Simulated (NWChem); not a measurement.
System meant: SnSiNH5, singlet; SMILES [NH2][Sn][SiH3]

Input file for NWChem:

```
start job
memory heap 200 mb stack 900 mb global 1100 mb
geometry units angstroms noautoz
  Sn    -0.290651     0.574218     0.557114
  N      1.604443     0.948482    -0.141513
  H      2.007846     1.888545    -0.204951
  H      2.267819     0.238934    -0.469212
  Si     0.117460    -2.060063     0.138446
  H     -0.000852    -2.877988     1.405530
  H      1.498199    -2.329347    -0.425697
  H     -0.873672    -2.657138    -0.836083
end
basis spherical
  * library def2-svp
end
ecp
  Sn library def2-ecp
end
dft
  odft
  mult 2
  xc b3lyp
  iterations 150
  mulliken
end
task dft energy
```

End of the output:

```
                                 NWChem DFT Module
                                 -----------------

 Summary of "ao basis" -> "ao basis" (spherical)
 ------------------------------------------------------------------------------
       Tag                 Description            Shells   Functions and Types
 ---------------- ------------------------------  ------  ---------------------
 Sn                         def2-svp                10       26   4s4p2d
 N                          def2-svp                 6       14   3s2p1d
 H                          def2-svp                 3        5   2s1p
 Si                         def2-svp                 8       18   4s3p1d

 Summary of "ao basis" -> "ao basis" (spherical)
 ------------------------------------------------------------------------------
       Tag                 Description            Shells   Functions and Types
 ---------------- ------------------------------  ------  ---------------------
 Sn                         def2-svp                10       26   4s4p2d
 N                          def2-svp                 6       14   3s2p1d
 H                          def2-svp                 3        5   2s1p
 Si                         def2-svp                 8       18   4s3p1d

      Symmetry analysis of basis
      --------------------------

        a'         58
        a"         25

  number of electrons :                   48
  multiplicity        :                    2
 ------------------------------------------------------------------------
  no. of electrons and multiplicity not compatible                  48
 ------------------------------------------------------------------------
 ------------------------------------------------------------------------
  current input line :
    26: task dft energy
 ------------------------------------------------------------------------
 ------------------------------------------------------------------------
 There is an error in the input file
 ------------------------------------------------------------------------
 For more information see the NWChem manual at https://nwchemgit.github.io

0: no. of electrons and multiplicity not compatible:Received an Error in Communication
```

Q: Can this run be used? If not, why, and what is the fix?

A: The program refused the input. Cause: the multiplicity doesn't fit the number of electrons (an even count wants an odd multiplicity, and the reverse). This input runs:
```
start job
memory heap 200 mb stack 900 mb global 1100 mb
geometry units angstroms noautoz
  Sn    -0.290651     0.574218     0.557114
  N      1.604443     0.948482    -0.141513
  H      2.007846     1.888545    -0.204951
  H      2.267819     0.238934    -0.469212
  Si     0.117460    -2.060063     0.138446
  H     -0.000852    -2.877988     1.405530
  H      1.498199    -2.329347    -0.425697
  H     -0.873672    -2.657138    -0.836083
end
basis spherical
  * library def2-svp
end
ecp
  Sn library def2-ecp
end
dft
  xc b3lyp
  iterations 150
  mulliken
end
task dft energy
```
It converges to -561.51058 Ha (B3LYP/def2-SVP with def2 effective core potentials on Sn).
